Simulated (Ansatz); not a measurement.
`COCI`. Charge 0, multiplicity 1. Correlated methods include outer-core shells of I, which these sets cover unevenly. I: def2 effective core potential.

Z-matrix (Å, degrees):
```
C
O 1 1.411
H 1 1.096 2 110.9
H 1 1.088 2 106.9 3 -119.5
H 1 1.095 2 110.4 3 121.1
C 2 1.354 1 114.8 3 -55.2
I 6 2.211 2 113.9 1 -72.3
H 6 1.085 2 109.4 1 172.3
H 6 1.092 2 114.0 1 45.3
```

(1) Give the diagnostics of a CCSD(T)/def2-TZVPP run (frozen core, the Gaussian-basis code of Ansatz). (Best estimate.)

## Answers

(1) The calculation gave: T1 = 0.0106, largest single amplitude 0.018, largest double 0.052, (T) share of the correlation energy 3.1 %, 10 CCSD cycles. The RHF solution is stable towards an unrestricted one. T1 lies under the customary mark of 0.02 for closed shells.
